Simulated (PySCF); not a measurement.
## From computed data to an observable: oscillator strength and radiative lifetime

Al(OH)2 (AlH2O2), SMILES [OH][Al+][OH], charge +1.

Coordinates come from a B3LYP-D3(BJ)/def2-TZVP optimisation. The multiplicity is an assumed one; other spin states were not compared. The isomer is the one that the SMILES or the coordinates give; other isomers of the formula were not compared. The values are those of a single conformer.

TDDFT-PBE/def2-SVPD in PySCF 2.14.0 puts the first singlet state with f over 0.02 at 5.68 eV (vertical), with the transition dipole (0.000, 0.000, 0.640) in atomic units.

Q: Find the oscillator strength, the wavelength and the radiative lifetime that this transition would have in vacuum if emission retraced absorption.

A: 
|μ|² = 0.4096 au, so |μ| = 1.63 D. ΔE = 5.68/27.211 = 0.2087 hartree. f = (2/3) ΔE |μ|² = 0.057 (the program prints 0.057).
λ = 1239.84/5.68 = 218 nm; ν = 45812 cm⁻¹.
Einstein's coefficient A = 0.6670 ν² f s⁻¹ (ν in cm⁻¹) = 8.0e7 s⁻¹, so τ = 1/A = 13 ns. This state is S3; the lower singlets have f = 0.001, 0.002. The figure is the radiative limit of this one transition; relaxation, internal conversion, crossing to triplets and a medium change what is measured.
